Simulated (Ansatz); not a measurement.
Al₃O₉H₉, a hydroxylated oxide cluster. Total charge 0; singlet. Geometry r2SCAN-D4/def2-SVP; atoms count from 1.

Cartesian coordinates in Å:
```
Al -1.144 1.457 0.093
Al -0.231 -1.540 -0.470
Al 1.513 0.854 0.527
O -0.855 -3.003 0.656
O -1.808 1.277 -1.498
O -0.097 0.005 0.397
O -1.608 -1.572 -1.491
O -2.254 2.036 1.260
O 2.174 0.976 2.101
O 1.312 -2.266 -0.686
O 2.579 0.321 -0.734
O 0.494 2.351 0.129
H -1.655 -3.366 0.239
H -0.161 -3.685 0.633
H -2.614 1.746 -1.737
H -1.894 -0.688 -1.784
H -2.106 2.086 2.207
H 3.083 0.731 2.291
H 2.043 -1.645 -0.840
H 2.558 0.654 -1.635
H 0.670 3.273 0.342
```

Single mean-field runs in def2-TZVP are fitted with def2-universal-jkfit.

Question: Estimate the Mulliken populations from the PBE0/def2-TZVP orbitals of Ansatz.

Answer: 
```
atom  charge (e)
 Al1        0.61
 Al2        0.58
 Al3        0.62
  O4       -0.48
  O5       -0.62
  O6       -0.34
  O7       -0.60
  O8       -0.58
  O9       -0.58
 O10       -0.60
 O11       -0.61
 O12       -0.48
 H13        0.39
 H14        0.39
 H15        0.32
 H16        0.34
 H17        0.31
 H18        0.32
 H19        0.34
 H20        0.32
 H21        0.34
```
Mulliken values depend strongly on the basis.

Question: And the Mayer bond orders between heavy atoms (over 0.3)?

Answer: Al1–O5 1.07 (1.73 Å); Al1–O6 0.76 (1.82 Å); Al1–O8 1.25 (1.71 Å); Al1–O12 0.65 (1.87 Å); Al2–O4 0.52 (1.95 Å); Al2–O6 0.87 (1.78 Å); Al2–O7 1.21 (1.71 Å); Al2–O10 1.17 (1.72 Å); Al3–O6 0.76 (1.82 Å); Al3–O9 1.21 (1.71 Å); Al3–O11 1.09 (1.74 Å); Al3–O12 0.66 (1.85 Å).
